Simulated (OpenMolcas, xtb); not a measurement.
**GeSiH5Cl (SMILES Cl[SiH2][GeH3]): the HOMO–LUMO gap, rung by rung**

GeSiH5Cl: 8 atoms, total charge 0, spin state singlet. As SMILES, `Cl[SiH2][GeH3]`. The coordinates come from a PBE0-D4/def2-TZVP relaxation.

Each level gives the HOMO–LUMO gap (eV). The values are calculated.

```tsv
level	kind	program	value (eV)	CPU time
GFN2-xTB	semi-empirical	xtb	4.76	under 2 s
HF/cc-pVDZ	Hartree–Fock	OpenMolcas	13.88	13 s
SVWN5/cc-pVDZ	LDA	OpenMolcas	5.67	41 s
PBE/cc-pVDZ	GGA	OpenMolcas	5.81	49 s
M06-L/cc-pVDZ	meta-GGA	OpenMolcas	6.54	62 s
TPSS/cc-pVDZ	meta-GGA	OpenMolcas	6.14	61 s
PBE0/cc-pVDZ	global hybrid	OpenMolcas	7.84	45 s
B2PLYP/cc-pVDZ	double hybrid	OpenMolcas	10.11	30 s
```

All-electron rows without a relativistic Hamiltonian named are non-relativistic. The values span 4.76 to 13.88 eV. Orbital gaps aren't excitation energies, and those of double hybrids come from the SCF part alone; they tend to grow with the share of exact exchange. CPU times are rough (shared hosts, several kinds of processor and program).
